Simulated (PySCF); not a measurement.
**Input and output**

[TaO2(OH)2]− (singlet). PySCF 2.14.0, RKS B3LYP, Ta def2-SVP with ECP60, O def2-SVP, H def2-SVP; non-relativistic Hamiltonian with scalar-relativistic core potentials where named; density fitting; no spin-orbit coupling. Purpose: all atoms moved at random, sigma 0.15 A.

```python
mol = gto.M(atom='''
Ta     0.03029    -0.11280     0.34433
O      1.15105    -0.03661     1.24498
O      0.10722     1.18111    -0.99956
O     -1.81109     0.13513     1.22945
H     -2.38017     0.77202     0.52118
O      0.13513    -1.67918    -0.47747
H      0.75088    -2.34887    -0.10529''',
    basis={'Ta': 'def2-SVP', 'O': 'def2-SVP', 'H': 'def2-SVP'},
    ecp={'Ta': 'def2-SVP'},
    charge=-1, spin=0)
mf = dft.RKS(mol, xc='B3LYP')
mf.grids.atom_grid = (50, 194)
mf = mf.density_fit()  # fitting sets: Ta def2-universal-JKFIT, O def2-universal-JKFIT, H def2-universal-JKFIT
mf.conv_tol = 1e-08; mf.max_cycle = 55
mf.kernel(dm0)  # dm0: converged density of the relaxed state
mf.nuc_grad_method().kernel()
```

Run from Python with OMP_NUM_THREADS=2; the lines above give its settings. Where DIIS fails, smearing, a level shift and second-order steps follow.
It took 3.8 s on 2 threads of Arm Neoverse V1, with other jobs on the host, from an already converged density.

Task: Where do the frontier levels lie, over both spins?

Result: HOMO -0.58 eV, LUMO 3.82 eV. 

Task: What does the SCF print?

Result: 
```
init E= -359.101395283382
cycle= 1 E= -358.90142485863  delta_E=  0.2  |g|= 0.529  |ddm|= 1.25
cycle= 2 E= -358.609444793008  delta_E= 0.292  |g|= 1.33  |ddm|= 1.61
cycle= 3 E= -358.946839516187  delta_E= -0.337  |g|= 0.283  |ddm|= 1.15
cycle= 4 E= -358.961192477598  delta_E= -0.0144  |g|= 0.114  |ddm|= 0.31
...
cycle= 10 E= -358.963756306642  delta_E= -1.59e-08  |g|= 7.33e-05  |ddm|= 0.00026
cycle= 11 E= -358.96375630785  delta_E= -1.21e-09  |g|= 1.15e-05  |ddm|= 9.06e-05
Extra cycle  E= -358.963756307711  delta_E= 1.38e-10  |g|= 2.87e-05  |ddm|= 3.3e-05
converged SCF energy = -358.963756307711
```

Task: What are the Mulliken charges and spins?

Result: 
```tsv
atom	charge (e)	spin (e)
Ta1	0.422	0.000
O2	-0.194	0.000
O3	-0.610	0.000
O4	-0.593	0.000
H5	0.200	0.000
O6	-0.402	0.000
H7	0.177	0.000
```

Task: What forces act on the atoms (eV/Å)?

Result: 
```
Ta  -30.00   6.64 -20.79
O    28.36   2.04  22.98
O     0.52  -0.42   0.90
O    -2.14   2.47  -2.35
H     2.39  -2.63   2.86
O     1.48  -8.50  -2.94
H    -0.61   0.40  -0.66
```
Forces carry noise of the integration grid, about 0.01 to 0.03 eV/Å.

Task: How does its energy compare with the relaxed singlet of charge -1 in vacuum?

Result: It lies 6.132 eV higher.
